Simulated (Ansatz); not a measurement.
Calculated with Ansatz (gas phase, PBE0-D4/def2-TZVP geometries, no zero-point term in ΔE). CBS: MP2 limit from def2 TZ/QZ plus the TZ coupled-cluster correction, frozen cores. This one scheme is used for every species. Functionals use def2-TZVPP. B3LYP here is the variant with VWN-RPA as its local correlation; programs differ in this. One conformer a species, not always the lowest.

Reaction (cleavage of the Si–Si bond): `C[SiH2][SiH](F)[SiH3]` + `OC=S` → `F[SiH]([SiH3])OC=S` + `C[SiH3]`

(1) Is it downhill or uphill in electronic energy at CCSD(T)/CBS, and by how much? (Best estimate.)

(2) What do these levels give: r2SCAN-D4, PBE0-D4, B3LYP-D4, ωB97X-V, r2SCAN, MP2/def2-TZVPP, SCS-MP2/def2-TZVPP, CCSD/def2-TZVPP, MP2/def2-QZVPP, SCS-MP2/def2-QZVPP, HF/CBS(def2), MP2/CBS(def2)? (Best estimate.)

Largest T1 diagnostic among the species: 0.018.

Results:

(1) The calculation gave: Downhill: ΔE = -23.5 kcal/mol.

(2) The calculation gave: r2SCAN-D4 -21.6, PBE0-D4 -18.9, B3LYP-D4 -23.1, ωB97X-V -22.6, r2SCAN -21.5, MP2/def2-TZVPP -25.6, SCS-MP2/def2-TZVPP -26.3, CCSD/def2-TZVPP -24.5, MP2/def2-QZVPP -25.4, SCS-MP2/def2-QZVPP -26.1, HF/CBS(def2) -28.5, MP2/CBS(def2) -25.1 kcal/mol.

In def2-TZVPP, CCSD(T) changes the Hartree–Fock value by +4.0 kcal/mol (the triples alone add +0.5 kcal/mol) and MP2 by +2.5 kcal/mol. From PBE to PBE0 (25 % exact exchange), in def2-TZVPP and without D4, ΔE moves by −1.7 kcal/mol.
